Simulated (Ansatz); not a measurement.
`OI`. Total charge 0; spin multiplicity 1. Correlated methods include outer-core shells of I, which these sets cover unevenly. I takes the def2 core potential.

Z-matrix (Å, degrees):
```
O
I 1 1.974
H 1 0.964 2 105.3
```

(1) Give the diagnostics of a CCSD(T)/def2-TZVPP run (frozen core, Ansatz). (An estimate is asked.)

Answers

(1) Computed: T1 = 0.0108, largest single amplitude 0.027, largest double 0.072, (T) share of the correlation energy 2.7 %, 11 CCSD cycles. The RHF solution is stable towards an unrestricted one. T1 lies under the customary mark of 0.02 for closed shells.
